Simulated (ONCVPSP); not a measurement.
Varying the ONCV potential for gadolinium (Gd)

Base potential:

| Property | Result |
| --- | --- |
| Element | Gd |
| Generator | ONCVPSP 4.0.1 |
| Type | optimised norm-conserving Vanderbilt (ONCV) |
| Functional | PBE |
| Relativity | fully relativistic |
| Frozen core | [Kr] 4d10 |
| Valence charge | 18 |
| Reference configuration | 4f7 5s2 5p6 5d1 6s2 |
| Partial waves | 5s+6s: rc 2.15 bohr, ncon 4, nbas 9, qcut 4.6 1/bohr, 2 projectors; 5p: rc 2.50 bohr, ncon 3, nbas 8, qcut 5.9 1/bohr, 3 projectors, debl 1.8 Ha; 5d: rc 3.70 bohr, ncon 3, nbas 7, qcut 3.3 1/bohr, 2 projectors, debl 1.9 Ha; 4f: rc 0.75 bohr, ncon 3, nbas 6, qcut 16.2 1/bohr, 2 projectors, debl 2.9 Ha |
| Local potential | polynomial inside 0.55 bohr (lpopt 4, dvloc0 -1 Ha) |
| Core correction | Teter function, fcfact 5.75, rcfact 1.8 |

Open shells are filled in proportion to 2j + 1.

Cutoffs, loose and tight: the cutoffs (Ha) at which the residual kinetic energy of the hardest occupied pseudo-wave falls to 1 and 0.1 mHa per electron. They do not see the model core or the augmentation charge, which bear on the density cutoff. Test errors are all-electron minus pseudo excitation energies from the reference, over the configurations 4f7 5s2 5p6 5d1 6s1; 4f7 5s2 5p6 5d1 6s0; 4f7 5s2 5p6 5d0 6s0; 4f7 5s2 5p5 5d1 6s2. A dash means not determined; rows that change the core or the reference have their own tests. The largest error is taken over the tests solved by every variant that gives reliable tests at all: 4f7 5s2 5p5 5d1 6s2; 4f7 5s2 5p6 5d1 6s0; 4f7 5s2 5p6 5d1 6s1.

A true bound ghost makes a file unfit for plane-wave use even where its test errors are small: the radial tests pick states by their node count and pass the ghost by.

| change | outcome | cutoff, loose | cutoff, tight | bound ghosts | GHOST(+) flags above zero | largest test error (meV) |
| --- | --- | --- | --- | --- | --- | --- |
| base | generated | – | – | s, p3/2, d5/2, p1/2, d3/2 | s | -163 |
| p: rc 1.66 | generated | – | – | s, p3/2, d5/2, p1/2, d3/2 | s | -136 |
| core correction Teter function, fcfact 4.5, rcfact 1.8 | generated | – | – | s, p3/2, d5/2, p1/2, d3/2 | s | -156 |
| f: ncon 5, nbas 8 | generated | 447 Ha | 494 Ha | s, p3/2, d5/2, p1/2, d3/2 | s | -164 |
| p: nbas 7 | generated | – | – | s, p3/2, d5/2, p1/2, d3/2 | s | -162 |
| f: nproj 3 | generated | – | – | s, p3/2, d5/2, f7/2, p1/2, d3/2, f5/2 | s, f7/2, f5/2 | -163 |
| s: qcut 5.6; p: qcut 7.2; d: qcut 4; f: qcut 19.8 | generated | 175 Ha | 197 Ha | s, p3/2, d5/2, p1/2, d3/2 | s | -115 |
